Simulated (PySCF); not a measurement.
Two-component Hartree-Fock for Bi⁺ (bismuth, charge +1)

Start: [Xe] 4f14 5d10 6s1 6p3; 6s1/2 filled at m_j = +1/2; 6p3/2 filled at m_j = -1/2, +1/2, +3/2. Calculated with PySCF 2.14 in x2c-TZVPall-2c: generalised Hartree-Fock with the X2C-1e Hamiltonian and a Gaussian nucleus; spin-orbit coupling (SO) screened by Boettger's factors. This is a chosen level, not necessarily the ground level.

```
spinor shell  electrons  ε, screened SO (eV)  weight of nominal j (screened SO)  rms radius, screened SO (bohr)
       1s1/2          2             -91019.4                              1.000                          0.0178
       2s1/2          2             -16517.2                              1.000                          0.0718
       2p1/2          2             -15845.5                              1.000                          0.0606
       3s1/2          2              -4067.2                              1.000                           0.183
       3p1/2          2              -3764.6                              1.000                           0.175
       3p3/2          4              -3237.1                              1.000                           0.192
       3d3/2          4              -2746.9                              1.000                           0.168
       3d5/2          6              -2635.4                              1.000                           0.172
       4s1/2          2              -980.39                              1.000                           0.401
       4p1/2          2              -847.79                              1.000                           0.404
       4p3/2          4              -715.94                              1.000                           0.438
       4d3/2          4              -499.94                              1.000                           0.446
       4d5/2          6              -474.66                              1.000                           0.457
       4f5/2          6              -191.60                              1.000                           0.479
       5s1/2          2              -190.87                              1.000                           0.890
       4f7/2          8              -186.15                              1.000                           0.481
       5p1/2          2              -142.82                              1.000                           0.951
       5p3/2          4              -117.35                              1.000                            1.04
       5d3/2          4              -47.152                              0.986                            1.29
       5d5/2          6              -43.639                              0.991                            1.33
       6s1/2          1              -30.819                              1.000                            2.32
       6p3/2          3              -17.381                              0.536                            2.86
```

Question: Where does 2p3/2 lie, and what is the 2p spin-orbit splitting (screened SO)?

Answer: At -13521.1 eV, 2324.4 eV above 2p1/2.

```
   quantity   screened SO
E (hartree)  -21554.46161
        M_J             2
       ⟨J²⟩         6.013
       ⟨L²⟩         0.415
       ⟨S²⟩         5.827
```

Each row is a mean over spinors that exchange with the open shell spreads, by up to 2.177 eV (6p3/2).

Rows whose weight is well below 1 are mixtures of j = l ± 1/2: exchange outweighs spin-orbit coupling there, and the label is only the starting occupation.

Breit and QED terms are absent; they matter most for the inner s and p1/2 levels.

Densities and radii are taken from the X2C orbitals without a picture-change correction, which distorts them close to the nucleus.
